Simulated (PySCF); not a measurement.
NTi, neutral, multiplicity 2. Atoms are numbered in the order given.

```xyz
2

Ti     0.0000     0.0000    -0.3723
N      0.0000     0.0000     1.1700
```
Charge 0, spin multiplicity 2.

Geometry: PBE0-D3(BJ)/def2-TZVPD. The spin state was assumed, not searched.

Calculation: PBE0-D3(BJ)/def2-TZVPD run with PySCF.

Frequencies are harmonic and unscaled.

| mode | ν (cm⁻¹) | IR (km/mol) | moving atoms (share of kinetic energy) |
|---|---|---|---|
| 1 | 1179 | 190.5 | N 77 %, Ti 23 % |
